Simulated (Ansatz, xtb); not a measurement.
**Two isomers of CH7ClGeOSi**

Structure X is `C[O][GeH2][SiH2]Cl`, a singlet and structure Y is `CO[Si@@H](Cl)[GeH3]`, a singlet. Both are isolated molecules in the gas phase, relaxed with r2SCAN-D4/def2-SVP; each stands in its lowest conformer found.

X (Å):

```xyz
12

C    -0.2515    0.7901    1.5067
Cl    1.6825   -2.9080   -3.1919
Ge    0.2290   -1.0473   -0.5000
O     0.6513    0.3745    0.5072
Si    2.0804   -1.2654   -1.9706
H    -1.2363    1.0843    1.0913
H     0.1762    1.6691    2.0157
H    -0.4259    0.0067    2.2714
H     0.0374   -2.2751    0.4172
H    -1.0988   -0.7657   -1.2373
H     3.3452   -1.5222   -1.2264
H     2.2419   -0.0610   -2.8324
```

Y (Å):

```xyz
12

C    -0.6045   -1.7132    2.4521
Cl   -0.2004    1.7782    1.6660
Ge   -0.8719    0.4646   -1.6478
O    -0.6122   -1.2182    1.1248
Si   -1.2312    0.2517    0.6796
H    -1.6258   -1.7640    2.8726
H     0.0157   -1.0795    3.1099
H    -0.1813   -2.7282    2.4393
H    -2.6534    0.3777    1.1203
H    -1.3954    1.8231   -2.1357
H     0.6325    0.3807   -1.9363
H    -1.5954   -0.6489   -2.4197
```

Problem. Estimate which is lower in electronic energy at CCSD(T)/def2-SVP + ΔMP2/def2-TZVPP, and by roughly how much.

Solution. The CCSD(T)/def2-SVP + ΔMP2/def2-TZVPP calculation puts structure Y lower, by 19.8 kcal/mol.

How the difference moves with the method:

```
                             level            geometry  E(Y) − E(X) (kcal/mol)  departure from the last row (kcal/mol)  job, with rough time for the two
                          GFN2-xTB            GFN2-xTB                     −16.2                                    +3.7               optimisation, 0.7 s
                         HF/STO-3G            GFN2-xTB                     −12.1                                    +7.8               single point, 2.1 s
      r2SCAN-D4/def2-SVP//GFN2-xTB            GFN2-xTB                     −18.3                                    +1.6                single point, 12 s
                r2SCAN-D4/def2-SVP  r2SCAN-D4/def2-SVP                     −19.4                                    +0.4             optimisation, 3.7 min
                       HF/def2-SVP  r2SCAN-D4/def2-SVP                     −18.3                                    +1.5           part of the CCSD(T) run
                      MP2/def2-SVP  r2SCAN-D4/def2-SVP                     −18.7                                    +1.1           part of the CCSD(T) run
                  CCSD(T)/def2-SVP  r2SCAN-D4/def2-SVP                     −18.2                                    +1.6                      single point
CCSD(T)/def2-SVP + ΔMP2/def2-TZVPP  r2SCAN-D4/def2-SVP                     −19.8                                                     single point, 2.9 min
```

As drawn, Y has 1 O–Si, 1 Ge–H in place of 1 Ge–O, 1 Si–H.

None of the levels shown reverses the order. The largest departure from CCSD(T)/def2-SVP + ΔMP2/def2-TZVPP is that of HF/STO-3G, 7.8 kcal/mol. The last row adds to CCSD(T) the change of the MP2 difference between the two basis sets, here −1.6 kcal/mol.

With thermal terms from frequencies at re-optimised GFN2-xTB minima (ideal gas, soft modes damped towards free rotors, one conformer each, 298.15 K, 1 atm): the zero-point term adds +1.1 kcal/mol; ΔH is −18.7 and ΔG −19.1 kcal/mol.

The correlated steps freeze 21 core orbitals; the filled d shell of Ge is correlated, in a basis made for valence electrons. Mirror images aren't counted in ΔG. Run with Ansatz 0.2.0, xtb 6.7.1; the last row on 2 threads of AMD EPYC (Zen 3) on a shared host.
